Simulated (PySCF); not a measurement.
A structure optimised at PBE-D3(BJ)/def2-SVP, used in a PySCF frequency run:

```xyz
12

C      2.5976    -0.2355     1.0345
C      1.5002    -1.0788     0.3699
C      0.3458    -0.2602    -0.1152
F      0.6878     0.6791    -1.0197
C     -0.9359    -0.3850     0.2845
Cl    -2.2173     0.6067    -0.3214
H      2.9680     0.5432     0.3393
H      2.2143     0.2737     1.9415
H      3.4576    -0.8682     1.3296
H      1.9277    -1.6226    -0.5026
H      1.1169    -1.8518     1.0663
H     -1.2273    -1.1421     1.0247
```

Problem. Write its SMILES and formula.

Solution. CC/C(F)=C/Cl, C4H6ClF

Problem. What are its rotational constants (standard atomic weights)?

Solution. 7.4654, 1.3436, 1.2248 GHz
